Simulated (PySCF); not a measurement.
Sn(OH)3 (H₃O₃Sn), SMILES [Sn]([OH])([OH])[OH], multiplicity 2.

Geometry optimised at B3LYP-D3(BJ)/def2-SVP. The spin state was assumed, not searched. The isomer is the one that the SMILES or the coordinates give; other isomers of the formula were not compared. The def2 effective core potentials stand for the cores of Sn; spin–orbit coupling is left out. One conformer was computed; it need not be the lowest.

The numbers are results of PySCF with PBE/def2-TZVP, not measurements.

Question: Estimate the frontier levels, dipole moment and polarisability. (Estimate from the structure and the level; the computed values follow.)

Answer: 
```json
{
 "α spin, highest occupied and lowest empty level": "-5.78 and -0.89 eV",
 "β spin, highest occupied and lowest empty level": "-7.02 and -4.93 eV",
 "dipole_moment": "1.26 D",
 "quadrupole, principal values (traceless, Buckingham form, about the centre of nuclear charge)": "-0.39, 0.19, 0.19 D·Å",
 "mean_static_polarisability": "55.8 bohr³ (8.26 Å³)",
 "polarisability_principal_values": "46.1, 60.6, 60.6 bohr³",
 "⟨S²⟩": "0.752 (pure state 0.75)"
}
```
